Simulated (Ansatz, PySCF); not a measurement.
Dissociation curve of CH (cation, charge +1), singlet.

Methods: UCCSD(T) = CCSD(T) on UHF/cc-pVDZ, frozen core run with Ansatz (a quantum-chemistry and plane-wave program); UKS-LDA (SVWN5)/6-31G* = unrestricted LDA (SVWN5)/6-31G*, spherical d (PySCF 2.14.0); UCCSD = CCSD on UHF/cc-pVDZ, frozen core (Ansatz).

Total energies in hartree (comparable only within one method and basis):

| R / Å | UCCSD(T) | UKS-LDA (SVWN5)/6-31G* | UCCSD |
|---|---|---|---|
| 0.84 | -37.90758 | -37.58029 | -37.90638 |
| 0.92 | -37.95887 | -37.62997 | -37.95762 |
| 0.97 | -37.97843 | -37.64904 | -37.97715 |
| 1.04 | -37.99446 | -37.66501 | -37.99313 |
| 1.07 | -37.99824 | -37.66893 | -37.99688 |
| 1.09 | -37.99993 | -37.67077 | -37.99855 |
| 1.14 | -38.00176 | -37.67313 | -38.00033 |
| 1.17 | -38.00150 | -37.67325 | -38.00003 |
| 1.19 | -38.00086 | -37.67290 | -37.99936 |
| 1.26 | -37.99631 | -37.66946 | -37.99472 |
| 1.33 | -37.98922 | -37.66355 | -37.98752 |
| 1.42 | -37.97797 | -37.65378 | -37.97609 |
| 1.55 | -37.96010 | -37.63777 | -37.95787 |
| 1.71 | -37.93857 | -37.61791 | -37.93545 |
| 1.88 | — | -37.59868 | — |
| 2.05 | — | -37.58215 | — |
| 2.31 | — | -37.56307 | — |
| 2.50 | — | -37.55539 | — |
| 2.81 | — | -37.54913 | — |
| 3.06 | — | -37.54631 | — |
| 3.46 | — | -37.54416 | — |
| 3.94 | — | -37.54419 | — |
| 4.49 | — | -37.54589 | — |

A dash means that the run gave no value there, or that the column was ended at a point which the program doubted or which failed a test of continuity chosen for this set; such a test can also cut sound points.

The unrestricted determinant behind UCCSD(T), UCCSD is spin-contaminated at 0.84 to 4.49 Å (<S²> up to 1.1, against 0.00 for a pure singlet). The unrestricted determinant behind UKS-LDA (SVWN5)/6-31G* is spin-contaminated at 0.84 to 4.49 Å (<S²> up to 1.0, against 0.00 for a pure singlet).
